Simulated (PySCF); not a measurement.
C₆ coefficients of unlike pairs at PBE

Calculated with PySCF 2.14 from the dipole response of each species, C₆(A,B) = (3/π) ∫ α_A(iu) α_B(iu) du, in atomic units, from isotropic polarisabilities. For ions this is the dispersion term alone; charge-induced terms of lower order in 1/R come first.

| species | configuration | basis | relativity | α (bohr³) | C₆ (like pair) |
| --- | --- | --- | --- | --- | --- |
| Al⁺ | [Ne] 3s2 (1S) | aug-cc-pV(Q+d)Z (7s6p5d3f2g) | none | 24.30 | 123.2 |
| Se⁺ | [Ar] 3d10 4s2 4p3 (4S) | x2c-QZVPPall with one added diffuse shell each of s, p, d, f type (12s9p6d5f1g) | spin-free X2C | 14.33 | 88.82 |
| Sn²⁺ | [Kr] 4d10 5s2 (1S) | x2c-QZVPPall with one added diffuse shell each of s, p, d, f type (14s10p8d5f1g) | spin-free X2C | 14.87 | 83.83 |
| Mg | [Ne] 3s2 (1S) | dyall-acv3z (20s13p7d4f) | none | 73.99 | 658.8 |

Task: Estimate C₆ for Se⁺ with Al⁺.

Result: The integral gives 98.07. The combination rule 2 C_A C_B / (C_A α_B/α_A + C_B α_A/α_B) gives 98.01 and the geometric mean 104.6.

No spin-orbit coupling is included.

The other pairs:

| pair | C₆ |
| --- | --- |
| Sn²⁺, Al⁺ | 95.68 |
| Mg, Se⁺ | 201.1 |
| Sn²⁺, Se⁺ | 85.90 |
| Mg, Sn²⁺ | 198.9 |
| Mg, Al⁺ | 274.9 |
